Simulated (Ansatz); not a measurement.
Ansatz (an electronic-structure program) input (CCSD(T)/aug-cc-pVDZ):

Ansatz 0.2 input:
```yaml
crystal:
  periodic: [false, false, false]
  atoms:
    - {symbol: N, position_ang: [-1.08372836, 0.34847019, 0.21841752]}
    - {symbol: C, position_ang: [0.04922519, -0.30284415, 0.14440779]}
    - {symbol: O, position_ang: [1.12873348, -0.05183555, -0.39476997]}
    - {symbol: H, position_ang: [-1.73912049, -0.20754205, 0.76279038]}
basis:
  gaussian:
    orbitals: aug-cc-pVDZ
total_charge: -1
magnetization: {spin_polarized: true, initial_magnetization: 1}
correlation: {method: ccsd_t, electrons: outside_noble_gas}
output: {forces: true}
```

End of the output:

```
3 core orbitals not correlated
reference -4564.79647604 eV, -167.7531763643 hartree; 9, 8 occupied and 66, 67 virtual orbitals, 772 factors
densities: 0.61 GiB planned
second order -13.63586980 eV of doubles, -0.00000000 eV of singles
coupled cluster: 0.45 GiB planned
cycle   1  -13.84594166 eV  change   -2.8e-1 eV  update   2.8e-2
cycle   2  -13.86774060 eV  change   -2.2e-2 eV  update   9.8e-3
cycle   3  -13.86957712 eV  change   -1.8e-3 eV  update   7.6e-3
cycle   4  -13.87445998 eV  change   -4.9e-3 eV  update   4.2e-3
cycle   5  -13.87665334 eV  change   -2.2e-3 eV  update   2.5e-3
cycle   6  -13.87846785 eV  change   -1.8e-3 eV  update   1.4e-3
cycle   7  -13.87888630 eV  change   -4.2e-4 eV  update   8.2e-4
cycle   8  -13.87891659 eV  change   -3.0e-5 eV  update   3.8e-4
cycle   9  -13.87886460 eV  change    5.2e-5 eV  update   2.5e-4
cycle  10  -13.87881924 eV  change    4.5e-5 eV  update   9.5e-5
cycle  11  -13.87884070 eV  change   -2.1e-5 eV  update   4.8e-5
cycle  12  -13.87884784 eV  change   -7.1e-6 eV  update   2.7e-5
cycle  13  -13.87884830 eV  change   -4.6e-7 eV  update   1.3e-5
cycle  14  -13.87884959 eV  change   -1.3e-6 eV  update   6.6e-6
cycle  15  -13.87884958 eV  change    9.8e-9 eV  update   3.1e-6
cycle  16  -13.87885078 eV  change   -1.2e-6 eV  update   1.8e-6
cycle  17  -13.87885186 eV  change   -1.1e-6 eV  update   8.5e-7
perturbative correction -0.62015590 eV, -0.0227903091 hartree
the calculation of the forces begins
Total energy: -4579.29548380 eV, -168.2860050717 hartree
Atom 0 at    -1.083728     0.348470     0.218418 Å, force    -0.777922     0.530575     0.005994 eV/Å
Atom 1 at     0.049225    -0.302844     0.144408 Å, force     0.122358    -0.325074     0.128977 eV/Å
Atom 2 at     1.128733    -0.051836    -0.394770 Å, force     0.879779    -0.025664    -0.315624 eV/Å
Atom 3 at    -1.739120    -0.207542     0.762790 Å, force    -0.224215    -0.179836     0.180653 eV/Å
Dipole moment:    -0.105935    -0.126958     0.107932 e Å
```
